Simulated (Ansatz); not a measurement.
# Cost against result

Saddle point of SiH₃SF₃, closed shell (SiHF₃ ([F][SiH]([F])[F]) + H₂S → SiH₂SF₂ ([F][SiH]([F])[SH]) + HF; bonds formed: Si1–S7, F2–H6; bonds broken: Si1–F2, H6–S7), PBE0-D4/def2-TZVP structure:

Si1  (-0.474, 0.114, -0.558)
F2  (1.255, -0.600, -0.748)
F3  (-1.058, -1.168, -1.283)
F4  (-1.841, 0.774, -0.013)
H5  (0.025, 1.264, -1.320)
H6  (1.233, -0.734, 0.493)
S7  (0.200, -0.445, 1.593)
H8  (0.660, 0.796, 1.835)
(Å)

Barriers are electronic and count from the start structure reached by relaxing down the imaginary mode.

Computed with Ansatz 0.2.0 (basis: as named in each row); correlated methods freeze the cores. B3LYP uses VWN-RPA correlation. Extrapolation: Hartree–Fock as exp(−7.88 √X), correlation as X^−2.97.

Times are rough, for one single point on 4 threads of a shared host (Arm Neoverse V2).

The estimate by CCSD(T) at an estimated basis limit (MP2 extrapolated from triple and quadruple zeta, plus CCSD(T) − MP2 in triple zeta) is 1.987 eV.

| method | basis | time (s) | barrier (eV) | method less estimate |
| --- | --- | --- | --- | --- |
| HF | STO-3G | under 1 | 2.282 | 0.296 |
| PBE-D4 | STO-3G | under 1 | -0.034 | -2.021 |
| SPW92 | def2-SVP | under 1 | 0.836 | -1.151 |
| PBE-D4 | def2-SVP | under 1 | 1.243 | -0.743 |
| B3LYP-D4 | 6-31G | under 1 | 1.379 | -0.608 |
| PBE0-D4 | def2-SVP | under 1 | 1.475 | -0.512 |
| SPW92 | def2-TZVPP | under 1 | 1.089 | -0.898 |
| PBE-D4 | def2-TZVPP | 1 | 1.466 | -0.520 |
| BLYP-D4 | def2-TZVPP | 1 | 1.755 | -0.232 |
| BHLYP-D4 | def2-TZVPP | 2 | 2.184 | 0.197 |
| B3LYP-D4 | def2-TZVPP | 2 | 1.917 | -0.070 |
| PBE0-D4 | def2-TZVPP | 2 | 1.706 | -0.281 |
| CAM-B3LYP-D4 | def2-TZVPP | 2 | 1.948 | -0.038 |
| CCSD(T) | def2-SVP | 3 | 1.968 | -0.018 |
| r2SCAN-D4 | def2-TZVPP | 3 | 1.693 | -0.294 |
| r2SCAN0-D4 | def2-TZVPP | 3 | 1.850 | -0.136 |
| wB97M-V | def2-SVP | 3 | 1.602 | -0.384 |
| RPA on PBE | def2-TZVPP | 3 | 2.032 | 0.045 |
| B2PLYP | def2-TZVPP | 3 | 1.984 | -0.002 |
| PBE-QIDH | def2-TZVPP | 4 | 1.888 | -0.099 |
| wB97X-V | def2-TZVPP | 5 | 1.891 | -0.095 |
| B97M-V | def2-TZVPP | 6 | 1.933 | -0.054 |
| wB97M-V | def2-TZVPP | 6 | 1.857 | -0.129 |
| MP2 | def2-QZVPP | 11 | 1.929 | -0.058 |
| CCSD(T) | def2-TZVPP | 84 | 2.040 | 0.054 |

All methods are single points on the PBE0-D4 structures; a negative value means that the method puts the saddle structure below the start.

T1 diagnostic: at most 0.013.

Labels in which every atom is bracketed show which atoms are joined, not bond orders.
